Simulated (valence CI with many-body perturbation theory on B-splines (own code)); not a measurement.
Ag⁴⁰⁺: fill in the table

Method: configuration interaction combined with many-body perturbation theory (CI+MBPT): five valence electrons over a frozen Dirac-Fock core [He], a basis of 11 s, 11 p, 10 d, 8 f, 5 g, 2 h functions for each j, with the one-electron correlation potential Σ1, the two-electron term Σ2, the three-electron term Σ3, Breit, model QED; selected CI, second order for the rest, scaled by the run's own slope (own B-spline code, finite nucleus).

The last digits are not significant, and no measured levels were compared; by estimate large intervals hold to a few tenths of a per cent, small ones and those within an open d or f shell to about a per cent. Among the levels kept, up to 7100 cm⁻¹ of a level comes from second order outside the variational space, and about a tenth of that is noise between levels of different J, which matters for small intervals.

```
                          Level   E (eV)
     (2s^2 2p1/2^2 2p3/2) J=3/2     0.00
     (2s^2 2p1/2 2p3/2^2) J=3/2   168.33
     (2s^2 2p1/2 2p3/2^2) J=5/2        ?
     (2s^2 2p1/2 2p3/2^2) J=1/2   211.19
     (2s 2p1/2^2 2p3/2^2) J=5/2   348.56
           (2s^2 2p3/2^3) J=3/2        ?
     (2s 2p1/2^2 2p3/2^2) J=1/2   404.49
     (2s 2p1/2^2 2p3/2^2) J=3/2   405.85
   (2s 2p1/2 2p3/2^3) J=3/2 [a]   536.30
       (2s 2p1/2 2p3/2^3) J=5/2   563.97
       (2s 2p1/2 2p3/2^3) J=1/2   592.50
   (2s 2p1/2 2p3/2^3) J=3/2 [b]        ?
             (2s 2p3/2^4) J=1/2        ?
        (2p1/2^2 2p3/2^3) J=3/2        ?
          (2p1/2 2p3/2^4) J=1/2   989.79
        (2s^2 2p1/2^2 3s) J=1/2  3393.46
     (2s^2 2p1/2^2 3p1/2) J=1/2  3448.02
     (2s^2 2p1/2^2 3p3/2) J=3/2  3508.79
     (2s^2 2p1/2^2 3d3/2) J=3/2  3563.43
(2s^2 2p1/2 2p3/2 3s) J=3/2 [a]        ?
```

Levels are named by their leading jj configuration (3d3/2^4 stands for four electrons in 3d with j = 3/2), which in mixed levels can hold well under half, so a name can repeat and another be missing. Letters in brackets count levels of one name in rising energy.

Task: The levels stand in rising order. What does the calculation give for the missing energies?

Result: (2s^2 2p1/2 2p3/2^2) J=5/2 186.14; (2s^2 2p3/2^3) J=3/2 380.43; (2s 2p1/2 2p3/2^3) J=3/2 [b] 604.36; (2s 2p3/2^4) J=1/2 778.88; (2p1/2^2 2p3/2^3) J=3/2 804.11; (2s^2 2p1/2 2p3/2 3s) J=3/2 [a] 3566.07.
